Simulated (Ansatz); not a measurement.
Geometry optimisation, Ansatz, RKS B3LYP-D4/def2-SVP.

input.yaml

```yaml
crystal:
  periodic: [false, false, false]
  atoms:
    - { symbol: B, position_ang: [-1.7058, 0.0234, 0.1625] }
    - { symbol: Ga, position_ang: [0.2711, -0.0633, 0.8185] }
    - { symbol: O, position_ang: [1.6929, -0.0757, -0.6578] }
    - { symbol: H, position_ang: [-1.1929, -0.9729, -0.0791] }
    - { symbol: H, position_ang: [-1.2066, 1.0505, -0.2115] }
    - { symbol: H, position_ang: [-2.70805, 0.09773, 0.76155] }
    - { symbol: H, position_ang: [1.2183, -0.1081, -1.4732] }
basis:
  gaussian: { orbitals: def2-SVP }
hamiltonian:
  xc: b3lyp
  dispersion: d4
relax:
  f_tol: 0.02
  max_steps: 50
```

Launched with:

```bash
$ ansatz run input.yaml --threads 1 --pin off --max-ram 2048MiB --backend cpu --events-out ev --progress --plain --runs-dir out
```

Task: Where does it end, and by what steps?

Result: The run converged. The force dipped under the threshold on the way, but the program's further checks kept it going. After 20 steps the energy has fallen by 1.185 eV; H7 moved furthest, 1.28 Å.

| step | energy less start (eV) | largest force component (eV/Å) | accepted |
| --- | --- | --- | --- |
| 0 | 0.0000 | 3.342 | yes |
| 1 | -0.6921 | 1.459 | yes |
| 2 | -0.8737 | 1.181 | yes |
| 3 | -1.0029 | 0.435 | yes |
| 4 | -1.0639 | 0.590 | yes |
| 5 | -1.1053 | 0.801 | yes |
| 6 | -1.1455 | 0.523 | yes |
| 7 | -1.1735 | 0.139 | yes |
| 8 | -1.1792 | 0.212 | yes |
| 9 | -1.1835 | 0.076 | yes |
| 10 | -1.1838 | 0.015 | yes |
| 11 | -1.1839 | 0.040 | yes |
| 12 | -1.1840 | 0.019 | yes |
| 13 | -1.1841 | 0.074 | yes |
| 14 | -1.1842 | 0.040 | yes |
| 15 | -1.1843 | 0.062 | yes |
| 16 | -1.1844 | 0.087 | yes |
| 17 | -1.1847 | 0.004 | yes |
| 18 | -1.1828 | 0.312 | no |
| 19 | -1.1847 | 0.085 | yes |
| 20 | -1.1849 | 0.018 | yes |

```xyz
7
Properties=species:S:1:pos:R:3
B -1.881 0.072 0.193
Ga 0.201 0.099 -0.088
O 1.960 0.070 -0.361
H -2.110 -0.928 -0.466
H -2.204 1.134 -0.302
H -1.977 -0.039 1.399
H 2.379 -0.457 -1.055
```

The run took 53 s on 1 thread of Arm Neoverse V2, on a shared host, peak memory 0.25 GiB.
